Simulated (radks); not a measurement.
Problem. These are the eigenvalues of the occupied orbitals of an atom or ion with whole-number occupations (eV). Calculated with a radial shooting solver on a logarithmic mesh with Libxc functionals: Dirac Kohn-Sham, BLYP, spin-unpolarised, spherical densities, finite nucleus; Fermi nuclear charge, rms radius of each element as measured or else 0.836 A^(1/3) + 0.57 fm.

| orbital | eigenvalue |
|---|---|
| 1s1/2 | -69403.18 |
| 2s1/2 | -11991.68 |
| 2p1/2 | -11471.52 |
| 2p3/2 | -10118.43 |
| 3s1/2 | -2780.065 |
| 3p1/2 | -2547.747 |
| 3p3/2 | -2255.178 |
| 3d3/2 | -1862.872 |
| 3d5/2 | -1799.236 |
| 4s1/2 | -592.5132 |
| 4p1/2 | -496.0716 |
| 4p3/2 | -428.2315 |
| 4d3/2 | -269.5883 |
| 4d5/2 | -257.0902 |
| 5s1/2 | -102.9019 |
| 5p1/2 | -74.0558 |
| 5p3/2 | -63.9276 |
| 4f5/2 | -58.5922 |
| 4f7/2 | -56.3495 |
| 5d3/2 | -26.2530 |
| 6p1/2 | -16.5894 |

Which element is it, and in what charge state? The configuration may be excited. Open shells, if any, fill j = l - 1/2 first.

Solution. Z = 74, tungsten, charge +2: W2+ in [Xe] 4f14 5d2 6p2. The list shows which subshells hold electrons but not how many an open one holds; the 1s level, -2550.5 hartree, gives Z - s = 71.4 by -(Z - s)^2/2, which with screening and relativity narrows Z to a few neighbours, and the depths of the outer levels then fix element, charge and occupations together.
